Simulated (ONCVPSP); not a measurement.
An all-electron radial function and its pseudo partner (molybdenum)

Columns: radius, all-electron u(r) and pseudo u(r) of the 4p shell (level -39.95 eV) of molybdenum in the configuration [Ar] 3d10 4s2 4p6 4d5 5p1; LDA (Perdew-Zunger), scalar-relativistic, ONCV scheme, ONCVPSP 4.0.1.

| r (bohr) | all-electron | pseudo |
| --- | --- | --- |
| 0.120 | 0.2277 | 0.0338 |
| 0.240 | -0.4096 | 0.1298 |
| 0.360 | -0.4994 | 0.2732 |
| 0.480 | -0.1598 | 0.4425 |
| 0.600 | 0.2750 | 0.6141 |
| 0.720 | 0.6346 | 0.7657 |
| 0.840 | 0.8701 | 0.8809 |
| 0.960 | 0.9892 | 0.9506 |
| 1.080 | 1.0186 | 0.9728 |
| 1.200 | 0.9873 | 0.9527 |
| 1.320 | 0.9193 | 0.8994 |
| 1.440 | 0.8324 | 0.8238 |
| 1.560 | 0.7387 | 0.7364 |
| 1.680 | 0.6457 | 0.6460 |
| 1.800 | 0.5580 | 0.5587 |
| 1.920 | 0.4779 | 0.4784 |
| 2.040 | 0.4065 | 0.4067 |
| 2.160 | 0.3438 | 0.3438 |
| 2.280 | 0.2894 | 0.2894 |
| 2.400 | 0.2427 | 0.2427 |
| 2.520 | 0.2029 | 0.2029 |
| 2.640 | 0.1692 | 0.1692 |
| 2.760 | 0.1408 | 0.1408 |
| 2.880 | 0.1169 | 0.1169 |
| 3.000 | 0.0969 | 0.0969 |
| 3.120 | 0.0802 | 0.0802 |

Question: How many radial nodes do the two functions have?

Answer: The all-electron 4p function has n − l − 1 = 2; the pseudo-wave has 0, since the states of the same l below it are removed with the core.

Question: At about which radius was the pseudo-wave matched?

Answer: 2.40 bohr. The columns agree to 0.0005 from 2.04 bohr on; several derivatives are matched, so the curves merge somewhat inside the radius.

Question: Is the pseudo-wave norm-conserving?

Answer: Yes: the ONCV scheme keeps the norm inside the radius equal to the all-electron one, which fixes the energy derivative of the logarithmic derivative at the level.
